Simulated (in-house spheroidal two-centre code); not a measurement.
Computed with a spheroidal two-centre code. Model: one electron and two fixed point charges, non-relativistic, separated in prolate spheroidal coordinates (energies exact to about nine digits).

With r1 and r2 the distances to the charges and R their separation, ξ = (r1 + r2)/R and η = (r1 − r2)/R; m is the angular momentum about the axis. The force apart is −d(total energy)/dR, and minima and barriers are those of the total energy. The separation constant A is the eigenvalue of −d/dη(1−η²)d/dη + m²/(1−η²) − p²η² − R(Z2−Z1)η, with p² = −E R²/2 and E the electronic energy.

Command:
```bash
python run_two.py task.json out
```
Settings:
```
Z1                     1
Z2                     1
xi_nodes               0
eta_nodes              0
m                      2
```

Run time, properties included: 1.2 s on 1 thread of Intel(R) Xeon(R) Processor @ 2.30GHz, with other jobs on the host.

**Energy curve, total energy includes the repulsion of the charges.**

Given: first charge 1; second charge 1; united atom label 3d delta g; nodes in ξ 0; nodes in η 0.

Computed: united atom energy -0.22222 hartree; innermost minimum distance 17.97 bohr; innermost minimum curvature 9.6754e-05 hartree/bohr²; innermost barrier total energy -0.055286 hartree; innermost barrier curvature -3.442e-06 hartree/bohr².

```tsv
distance (bohr)	electronic energy (hartree)	total energy (hartree)	kinetic energy (hartree)	force apart (hartree/bohr)
0.322	-0.221931311	2.88365875	0.22135	9.6429
0.577	-0.221299495	1.51180276	0.21949	3.0005
1.04	-0.219333699	0.742204762	0.21385	0.91928
1.86	-0.21385188	0.323782529	0.19926	0.28121
3.34	?	?	?	?
6	-0.176385281	-0.00971861443	0.12553	0.019301
9	-0.15384652	-0.0427354088	0.09461	0.0057638
12	-0.136489611	-0.0531562773	0.07573	0.0018812
15	-0.12307237	-0.056405703	0.064013	0.00050716
18	-0.112589018	-0.0570334621	0.056981	-2.9244e-06
21	-0.104348921	-0.0567298737	0.053318	-0.00016247
24	-0.0978739984	-0.0562073317	0.052119	-0.00017036
27	-0.09279968	-0.055762643	0.052469	-0.00012199
30	-0.0888134462	-0.0554801129	0.053443	-6.7909e-05
33	-0.0856426108	-0.0553395805	0.054389	-2.8801e-05
36	-0.0830680814	-0.0552903036	0.055057	-6.4901e-06
49.8	?	?	?	?
68.9	-0.0699896128	-0.0554758247	0.055685	3.0416e-06
95.4	-0.0660045823	-0.055522402	0.055614	9.568e-07
132	-0.0631179353	-0.0555421777	0.05558	2.8691e-07
```

(1) What belongs in the row 3.34?

(2) What belongs in the row 49.8?

(3) What is the innermost minimum total energy?

(4) What is the innermost barrier distance?

**Where the electron sits, z along the axis from the midpoint, the separation constant A tends to l(l+1) at zero distance; at short distance the term in R(Z2−Z1)η can raise or lower it, and at long distance it falls (p² = -ER²/2).**

```csv
distance (bohr),mean z squared (bohr²),mean squared distance from axis (bohr²),separation constant
0.431,4.5325,27.146,5.9971
0.774,?,?,?
1.39,4.8237,28.428,5.9699
2.49,5.4668,31.1,5.9068
4.48,7.2799,37.746,5.7204
7.5,11.487,49.846,5.2941
10.5,17.722,62.699,4.717
13.5,26.81,75.403,3.9747
16.5,40.048,87.065,3.0285
19.5,59.245,96.72,1.8141
22.5,?,?,?
25.5,122.57,107.13,-1.784
28.5,167.16,108.24,-4.3517
31.5,218.07,108.04,-7.5037
34.5,273.39,107.5,-11.244
42.3,433.58,106.83,-23.591
58.6,853.94,107.26,-60.788
81.1,1645.7,107.67,-136.64
112,3141.9,107.86,-286.79
```

(5) What belongs in the row 0.774?

(6) What belongs in the row 22.5?

Results:

(1) electronic energy (hartree): -0.200692948; total energy (hartree): 0.0987082498; kinetic energy (hartree): 0.16915; force apart (hartree/bohr): 0.080197.

(2) electronic energy (hartree): -0.0754570062; total energy (hartree): -0.0553766849; kinetic energy (hartree): 0.055778; force apart (hartree/bohr): 8.0501e-06.

(3) -0.057034 hartree.

(4) 37.523 bohr.

(5) mean z squared (bohr²): 4.6037; mean squared distance from axis (bohr²): 27.464; separation constant: 5.9906.

(6) mean z squared (bohr²): 86.371; mean squared distance from axis (bohr²): 103.51; separation constant: 0.24326.
